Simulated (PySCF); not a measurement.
# What a mistake does to a calculation on CGeH7NO

All numbers below are calculated, not measured. The program is PySCF 2.14.0, an open-source quantum chemistry code, run on an isolated molecule that a program drew, which may never have been made. The molecule is CGeH7NO (charge 0, singlet), drawn as the SMILES string `C[NH][GeH2][OH]`.

Each row is a Hartree-Fock (HF) and frozen-core CCSD(T) single point in the cc-pVDZ basis, meant for a local HF minimum. Run 1 is clean. Each other run has one planted mistake out of seven kinds, and not every kind appears here: one electron removed, one electron added, multiplicity raised by two, geometry at a saddle point, minimal basis STO-3G, one bond length entered in bohr, all coordinates scaled. The reference is restricted for singlets and unrestricted otherwise, and also for a bond in bohr. Adding or removing an electron swaps singlet and doublet. Electrons count all cores. HOMO and LUMO are orbital energies over both spins, the gradient is its largest component, and the lowest frequency (negative if imaginary) is given only where the gradient is small. Bond lengths are over the 10 bonds as drawn. T1 is the CCSD diagnostic: over 0.02 (restricted) or 0.045 (unrestricted) a single reference is doubtful. Germanium has the cc-pVDZ-PP basis, with a core potential (ECP10MDF) in place of its 10 inner electrons, and its 3s, 3p and 3d shells are frozen in CCSD(T).

Geometry of the clean run:
```xyz
11
CGeH7NO, angstrom
C     1.0445    0.2720   -1.4232
N     1.7073   -0.0608   -0.1735
Ge    1.6879    1.0823    1.2500
O     0.0369    1.1154    1.9054
H     0.0570    0.6872   -1.2143
H     0.8944   -0.6278   -2.0247
H     1.5896    1.0005   -2.0364
H     2.5841   -0.5276   -0.3171
H     1.9550    2.5464    0.9053
H     2.6846    0.5243    2.2679
H    -0.3368    0.2576    2.0492
```

```
run,electrons,basis functions,<S^2>,HOMO (eV),LUMO (eV),gradient (hartree/bohr),lowest frequency (cm^-1),mean bond (Å),longest bond (Å),T1,HF (hartree),CCSD(T) (hartree),mistake
1,60,100,0.000,-10.14,4.37,3.6e-05,80,1.3345,1.826,0.0114,-464.65578,-465.32100,no fault
2,60,100,0.000,-10.13,4.29,1.3e-02,-,1.3532,1.851,0.0118,-464.65367,-465.32274,all coordinates scaled
3,61,100,0.758,3.55,8.91,7.5e-02,-,1.3345,1.826,0.0313,-464.50939,-465.19618,one electron added
4,60,100,2.013,-2.37,0.56,7.1e-02,-,1.3345,1.826,0.0249,-464.43947,-465.08898,?
```

**Which mistake was planted in run 4, and what did it cost?**

Electrons, basis and geometry are unchanged, and <S^2> is 2.013, beside S(S+1) = 2.00 for a multiplicity of 3. So the mistake is: multiplicity raised by two. Subtracting run 1 and multiplying by 627.51 kcal/mol a hartree, the energy moved by 135.7 kcal/mol in HF and 145.6 kcal/mol in CCSD(T).

Cautions from the logs. Run 3: the HOMO is above zero, so the electron isn't bound and the energy depends on the basis.
